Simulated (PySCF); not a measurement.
H4O2SiZn.

```xyz
8

Zn     0.4106     0.1358     0.7200
O      0.8328     0.7565     2.3148
H      1.6579     1.2510     2.3458
O     -0.0553    -0.5929    -0.8139
Si    -1.1260    -0.4008    -2.0426
H     -2.5464    -0.5287    -1.5750
H     -0.8880    -1.4404    -3.0897
H     -0.9976     0.9472    -2.6917
```

The structure is a stationary point at PBE0-D3(BJ)/def2-SVP. The structure was generated by enumeration; whether it is a known compound was not checked. The values are those of a single conformer.

Calculation: PBE/pcSseg-1 (PySCF). Non-relativistic, no solvent.

Computed absolute GIAO shielding of each atom: isotropic value and principal components (ppm):
```json
[
 {"atom": "Zn1", "σ(iso)": "1574.9", "σ11": "1102.9", "σ22": "1126.9", "σ33": "2495.0", "span": "1392.1"},
 {"atom": "O2", "σ(iso)": "352.1", "σ11": "326.1", "σ22": "349.2", "σ33": "380.8", "span": "54.7"},
 {"atom": "H3", "σ(iso)": "31.0", "σ11": "21.6", "σ22": "25.2", "σ33": "46.2", "span": "24.7"},
 {"atom": "O4", "σ(iso)": "333.1", "σ11": "268.7", "σ22": "348.6", "σ33": "381.9", "span": "113.3"},
 {"atom": "Si5", "σ(iso)": "370.6", "σ11": "311.0", "σ22": "321.2", "σ33": "479.5", "span": "168.5"},
 {"atom": "H6", "σ(iso)": "25.7", "σ11": "22.2", "σ22": "23.8", "σ33": "31.0", "span": "8.8"},
 {"atom": "H7", "σ(iso)": "25.8", "σ11": "22.6", "σ22": "23.7", "σ33": "31.1", "span": "8.5"},
 {"atom": "H8", "σ(iso)": "25.7", "σ11": "22.2", "σ22": "23.9", "σ33": "31.0", "span": "8.8"}
]
```
